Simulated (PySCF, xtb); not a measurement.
H8NSi2, SMILES [SiH3][NH2+][SiH3], charge +1.

xtb with GFN2-xTB at its own geometry gives an orbital gap of 5.45 eV.

Geometry: PBE0-D3(BJ)/def2-SVP. The isomer is the one that the SMILES or the coordinates give; other isomers of the formula were not compared.

### Question
What does PBE/def2-TZVPD in PySCF give? (Estimate from the structure and the level; the computed values follow.)

### Answer
gap 6.80 eV (levels -13.44 and -6.64 eV).
